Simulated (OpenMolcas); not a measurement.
# Fe4+, Ru4+, Os4+: d4 down the group

```yaml
Program: OpenMolcas 26.06
Method: RASSCF
Basis: ANO-RCC-VQZP
Scalar_Hamiltonian: DKH2, point nucleus
Spin-orbit_coupling: state interaction with AMFI integrals over the reference wave functions, term energies averaged over their components
```

Active space for each ion: 10 electrons in 8 orbitals (RAS1 p, at most 2 holes; RAS2 d).

Computed levels in cm-1 above 5D0:

```
                               Level   Fe4+   Ru4+   Os4+
                                 5D1    151    486   4076
                                 5D2    443   1309   7872
                                 5D3    860   2346  11013
                                 5D4   1386   3520  13403
                              3P0(1)  25344  17835  19944
                              3P1(1)  26238  20317  27421
                              3P2(1)  27787  23767  34293
                                 3H4  29247  21444  23312
                                 3H5  29589  22754  28922
weight of 5D in the lowest level (%)    100     97     68
```

Mixed levels, with the weight of the term that names them: Ru4+ 3H4 (74 %), Os4+ 5D0 (68 %), Os4+ 3P0(1) (55 %), Os4+ 3P2(1) (56 %), Os4+ 3H4 (56 %).

Measured, with the error of the calculation in %. Measured levels: Fe4+ from Corliss and Sugar, J. Phys. Chem. Ref. Data 11, 135 (1982); Os4+ from the list in Palmeri et al., Atoms 14, 22 (2026).

```json
{"Level": "5D1", "Fe4+": "142 (+6.1)", "Os4+": "4311 (-5.5)"}
{"Level": "5D2", "Fe4+": "417 (+6.1)", "Os4+": "8083 (-2.6)"}
{"Level": "5D3", "Fe4+": "803 (+7.1)", "Os4+": "11018 (0)"}
{"Level": "5D4", "Fe4+": "1283 (+8.1)", "Os4+": "12966 (+3.4)"}
{"Level": "3P0(1)", "Fe4+": "24055 (+5.4)", "Os4+": ""}
{"Level": "3P1(1)", "Fe4+": "24973 (+5.1)", "Os4+": "24680 (+11.1)"}
{"Level": "3P2(1)", "Fe4+": "26468 (+5.0)", "Os4+": ""}
{"Level": "3H4", "Fe4+": "24932 (+17.3)", "Os4+": "20374 (+14.4)"}
{"Level": "3H5", "Fe4+": "25226 (+17.3)", "Os4+": "25344 (+14.1)"}
```

The fine-structure level 5D4 changes by a factor of 9.67 from Fe4+ to Os4+.

Without spin-orbit coupling 3P(1) lies 26123, 19504, 18556 cm-1 above 5D in that order; the difference to the level 3P0(1), of either sign, comes from spin-orbit coupling, which also lowers the zero.

Without dynamic correlation excited terms often stand tens of per cent too high (terms of higher spin than the ground term too low), and those without a measured partner can miss by more than the paired ones. Active for correlation alone: 3p; no level in the range computed is led by a configuration that opens it, so any true level of that kind is missing (holds for Fe4+). Active for correlation alone: 4p; no level in the range computed is led by a configuration that opens it, so any true level of that kind is missing (holds for Ru4+). Active for correlation alone: 5p; no level in the range computed is led by a configuration that opens it, so any true level of that kind is missing (holds for Os4+). Computed and measured levels are paired by configuration, term and J; levels that our copy of the source lacks, or whose pairing is in doubt (as where it misses far off the trend of its configuration), stay unpaired and out of the deviations. Levels of configurations outside the active space are missing.

A number in round brackets counts repeated terms of one configuration in the order of the reference energies.
